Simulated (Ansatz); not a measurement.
Total energies of CH₇AsSi, SMILES `C[AsH][SiH3]`.

```xyz
10

C    -0.6552    1.1717    0.9239
As    1.0859    0.2482    0.7317
Si    0.5165   -0.9579   -1.2158
H    -0.6904    1.6367    1.9090
H    -1.5019    0.4972    0.8084
H    -0.7100    1.9559    0.1684
H     0.7438   -0.9364    1.6290
H     0.4766   -0.0086   -2.3607
H    -0.8151   -1.6148   -1.1058
H     1.5496   -1.9919   -1.4880
```

The species carries charge 0 and has multiplicity 1. Correlated methods include outer-core shells of As, which these sets cover unevenly. Scalar relativity is left out up to krypton. All single points use the PBE0-D4/def2-TZVP geometry. Basis def2-TZVPP, Ansatz 0.2.0.

RPA on PBE orbitals: Hartree–Fock energy of these orbitals -2565.05083 Eh, correlation -1.01373 Eh (frozen core).

| functional | energy without D4 (Eh) | D4 term (kJ/mol) |
| --- | --- | --- |
| r2SCAN | -2567.64301 | -4.7 |
| BHLYP | -2567.66137 | -26.4 |

(1) Give the same for LDA (SPW92), PBE, revPBE, BLYP, B97M-V, PBE0, B3LYP, r2SCANh, r2SCAN0, HSE06 (plane-wave form), CAM-B3LYP, LC-ωPBE, ωB97X-V, ωB97M-V, B2PLYP, PBE-QIDH. (Estimate.)

B3LYP takes the VWN-RPA correlation (the form of Gaussian; ORCA's B3LYP/G). HSE06 is the plane-wave form, built on full-range PBE exchange. The double hybrids freeze the cores in their second-order part.

Results:

(1) Computed: 
| functional | energy without D4 (Eh) | D4 term (kJ/mol) |
| --- | --- | --- |
| LDA (SPW92) | -2562.82910 | – |
| PBE | -2567.15131 | -20.0 |
| revPBE | -2567.45582 | -57.2 |
| BLYP | -2567.71430 | -43.6 |
| B97M-V | -2567.22124 | – |
| PBE0 | -2567.25860 | -16.9 |
| B3LYP | -2567.77964 | -32.5 |
| r2SCANh | -2567.63484 | -5.0 |
| r2SCAN0 | -2567.62366 | -5.6 |
| HSE06 (plane-wave form) | -2567.25048 | -15.8 |
| CAM-B3LYP | -2567.80615 | -17.3 |
| LC-ωPBE | -2567.29275 | – |
| ωB97X-V | -2567.44379 | – |
| ωB97M-V | -2567.51653 | – |
| B2PLYP | -2567.16728 | – |
| PBE-QIDH | -2566.84679 | – |

LC-ωPBE has ω = 0.4 bohr⁻¹.
